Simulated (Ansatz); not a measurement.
Correlation energies of C4H9Ga (`C=C(C)[CH2][GaH2]`) by basis set

```xyz
14

C     1.3273    0.5266    0.3771
C     0.3087   -0.3637    0.2337
C     0.3414   -1.3920   -0.8532
C    -0.9528   -0.2085    0.9698
Ga   -1.0012    1.4907   -0.1358
H     1.3579    1.2220    1.2090
H     2.2007    0.4795   -0.2610
H     0.3724   -2.3874   -0.3998
H     1.2090   -1.2751   -1.5027
H    -0.5651   -1.3458   -1.4621
H    -0.8550    0.0728    2.0154
H    -1.6787   -0.9987    0.8106
H    -1.2969    1.3697   -1.6659
H    -0.7680    2.8099    0.6648
```

The species carries charge 0 and has multiplicity 1. Correlated methods include outer-core shells of Ga, which these sets cover unevenly. Scalar relativity is left out up to krypton. Geometry: relaxed with PBE0-D4/def2-TZVP. It is one conformer, not always the lowest. Frozen core, restricted reference, Ansatz.

| basis | HF (Eh) | MP2 corr. | CCSD corr. | (T) | CCSD(T) total |
| --- | --- | --- | --- | --- | --- |
| def2-SVP | -2079.55498 | -0.78323 | -0.82822 | -0.02969 | -2080.41289 |
| def2-TZVPP | -2079.97546 | -0.92358 | – | – | – |
| def2-QZVPP | -2080.02287 | -1.21383 | – | – | – |
